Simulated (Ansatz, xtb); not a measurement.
**Ranking isomers of C5H4BrCl**

4 gas-phase structures of C5H4BrCl, from a drawn sample of its isomers (lower ones may exist). Each was relaxed with GFN2-xTB:

A. `ClC1=C(Br)CC=C1`, a singlet
B. `ClC1=C[C@H](Br)C=C1`, a singlet
C. `ClC1=CCC=C1Br`, a singlet
D. `ClC1=CC/C1=C/Br`, a singlet

Q: Estimate their order in r2SCAN-D4/def2-SVP energy at these geometries, lowest first.

A: Calculated order at r2SCAN-D4/def2-SVP: A (0.0), C (0.6), B (2.8), D (27.3) kcal/mol. Less than 1 kcal/mol parts A and C, so the order within that pair means little.

Energies above the lowest of each column, in kcal/mol; the last columns are at B3LYP/def2-SVP geometries and were run for some of them only (a dash: not run or not comparable):

| structure | GFN2-xTB | HF/STO-3G | r2SCAN-D4/def2-SVP | B3LYP/def2-SVP | CCSD(T)/def2-SVP + ΔMP2/def2-TZVPP |
| --- | --- | --- | --- | --- | --- |
| A | 0.0 | 0.0 | 0.0 | 0.0 | 0.0 |
| C | 0.6 | 0.3 | 0.6 | 0.6 | 0.7 |
| B | 4.2 | 5.6 | 2.8 | 1.7 | 1.3 |
| D | 26.3 | 33.0 | 27.3 | – | – |

Every level run on A puts it lowest or level with the lowest. Frequencies (GFN2-xTB) were run for A, B, C alone. ΔMP2 is the change of the MP2 energy from the smaller to the larger basis.

Over these structures GFN2-xTB departs from r2SCAN-D4/def2-SVP by 0.6 kcal/mol on average once a common shift is removed. A GFN2-xTB relaxation took about 0.072 s and the r2SCAN-D4/def2-SVP energy about 2.3 s on a shared host (Ansatz 0.2.0, xtb 6.7.1).
